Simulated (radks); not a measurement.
The numbers below are computed, except where a source is named.
Task: Species: the thulium ion Tm55+. Configuration: [Ne] 3s2 3p2. Level of theory: Dirac Kohn-Sham, PBE, spin-unpolarised, spherical densities, finite nucleus; open shells fill j = l - 1/2 first; Fermi nuclear charge, rms radius 5.2256 fm (a radial shooting solver on a logarithmic mesh with Libxc functionals). Some entries of the table are withheld. Estimate them.

orbital  occ.  eigenvalue (eV)  <r> (bohr)  <r^2> (bohr^2)
1s1/2       2        -63409.45     0.02000       0.0005481
2s1/2       2              (1)         (2)        0.008225
2p1/2       2        -13585.89     0.06911        0.005903
2p3/2       4        -12579.08     0.07621        0.007043
3s1/2       2        -5634.422      0.2016             (3)
3p1/2       2              (4)         (5)         0.04174
3p3/2       0              (6)         (7)         0.04634

Result: 
(1) 2s1/2 eigenvalue (eV): -13998.76
(2) 2s1/2 <r> (bohr): 0.08322
(3) 3s1/2 <r^2> (bohr^2): 0.04642
(4) 3p1/2 eigenvalue (eV): -5484.190
(5) 3p1/2 <r> (bohr): 0.1897
(6) 3p3/2 eigenvalue (eV): -5219.379
(7) 3p3/2 <r> (bohr): 0.2002
